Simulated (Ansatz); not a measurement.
Relaxation of CH₆AlBrGeS (11 atoms, charge 0, multiplicity 1), to a largest force component of 0.015 eV/Å in at most 40 steps.

Computed with RHF/def2-SVP (Ansatz).

```xyz
11
Properties=species:S:1:pos:R:3
C -1.499 -1.053 0.590
S -0.138 -0.929 1.720
Ge 0.787 0.813 0.686
Al 2.749 1.672 1.900
Br 1.314 0.320 -1.499
H -1.195 -1.187 -0.457
H -2.096 -0.059 0.614
H -2.174 -1.823 0.882
H -0.306 1.999 0.678
H 3.547 2.869 1.341
H 3.245 0.807 3.172
```

Q: Where does it end, and by what steps?

A: It converged. After 14 steps the energy has fallen by 0.445 eV; H11 moved furthest, 0.60 Å.

| step | energy less start (eV) | largest force component (eV/Å) | accepted |
| --- | --- | --- | --- |
| 0 | 0.0000 | 2.655 | yes |
| 1 | -0.3348 | 1.045 | yes |
| 2 | -0.4069 | 0.453 | yes |
| 3 | -0.4248 | 0.128 | yes |
| 4 | -0.4317 | 0.101 | yes |
| 5 | -0.4343 | 0.081 | yes |
| 6 | -0.4356 | 0.061 | yes |
| 7 | -0.4395 | 0.044 | yes |
| 8 | -0.4349 | 0.255 | no |
| 9 | -0.4411 | 0.082 | yes |
| 10 | -0.4428 | 0.073 | yes |
| 11 | -0.4431 | 0.072 | yes |
| 12 | -0.4439 | 0.042 | yes |
| 13 | -0.4441 | 0.033 | yes |
| 14 | -0.4445 | 0.013 | yes |

```xyz
11
Properties=species:S:1:pos:R:3
C -1.667 -1.057 0.591
S -0.266 -0.738 1.720
Ge 0.753 0.986 0.759
Al 2.872 1.656 1.922
Br 1.648 0.289 -1.339
H -1.308 -1.320 -0.401
H -2.328 -0.194 0.533
H -2.217 -1.899 1.007
H -0.312 2.007 0.346
H 3.422 3.117 1.704
H 3.637 0.582 2.783
```

Whether the end is a true minimum wasn't checked by a vibrational analysis.

Time of the run: 57 s on 2 threads of Intel(R) Xeon(R) Platinum 8488C (Sapphire Rapids), with other jobs on the host, peak memory 0.45 GiB.
